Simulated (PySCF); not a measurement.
AlH4, SMILES [AlH4-], charge -1.

The structure is a stationary point at PBE0-D3(BJ)/def2-TZVPD. The isomer is the one that the SMILES or the coordinates give; other isomers of the formula were not compared.

Method: PySCF with PBE/def2-TZVPD.

```
Property                                                          Result
------------------------------------------------  ----------------------
total energy                                          -244.69712 hartree
point group                                                           Td
highest occupied level                                          -1.13 eV
lowest empty level                                               3.65 eV
orbital gap                                                      4.77 eV
dipole moment about the centre of nuclear charge                  0.00 D
mean static polarisability                          60.8 bohr³ (9.01 Å³)
polarisability, principal values                  60.8, 60.8, 60.8 bohr³
```
